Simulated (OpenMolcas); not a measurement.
# Co2+: moving or changing the point charges

Co2+ among 6 point charges of -2.2 e arranged as an octahedron (Oh), 1.76 Å from the ion.

| Property | Result |
| --- | --- |
| Program | OpenMolcas |
| Method | CASSCF |
| Basis | ANO-RCC-VDZP [5s4p2d1f] |
| Scalar Hamiltonian | DKH2, point nucleus |
| Active space | 7 electrons in 5 orbitals (3d) |
| State averaging | 2S+1 = 4 even, 10 roots; 2S+1 = 2 even, 40 roots |
| Spin-orbit coupling | RASSI with atomic mean-field integrals over the reference wave functions |

Runs around this geometry, states (labels of O, the rotations of Oh). Energies in cm-1 above the lowest state or level, χT in cm3 K/mol; under a threefold ground state the first gap can be a small split of the lowest multiplet, not the spin-orbit step; 10Dq and B are least-squares fits to the states below 45000 cm-1, weighted by degeneracy, with a free offset, and given where the rms deviation is under 5 % of |10Dq| (or 100 cm-1) and under 700 cm-1.

| R (Å) | q (e) | Ground state | First state of that spin | 10Dq | B (rms of fit) | First gap with spin-orbit (degeneracies) | χT at 300 K | First state of another spin |
| --- | --- | --- | --- | --- | --- | --- | --- | --- |
| 1.76 | -1.76 | 4T1 | 4T2 6823 | 7286 | 1223 (357) | 359.5 (2, 4) | 3.637 | 2E 15655 |
| 1.76 | -2.2 | 4T1 | 4T2 8617 |  |  | 355.7 (2, 4) | 3.552 | 2E 14375 |
| 1.86 | -2.2 | 4T1 | 4T2 6764 |  |  | 359.5 (2, 4) | 3.640 | 2E 15805 |

Taking the first state of the same spin as R^-n, n = -ln(6764 / 8617) / ln(1.86 / 1.76) = 4.4 between the shortest and longest distance.

Scaling the charges by -1.76 / -2.2 = 0.80 scales the first state of the same spin by 6823 / 8617 = 0.79; with fixed orbitals a first-order splitting would follow the charge.

An orbital triplet at a regular site is open to Jahn-Teller coupling, which can distort the site and quench the lowest spin-orbit gaps and is left out. Without dynamic correlation the repulsion within the d shell is too large (B by tens of per cent), so at a given field states of lower spin stand too high. This is an electrostatic model: the charges have no orbitals. No measured value stands beside these numbers.
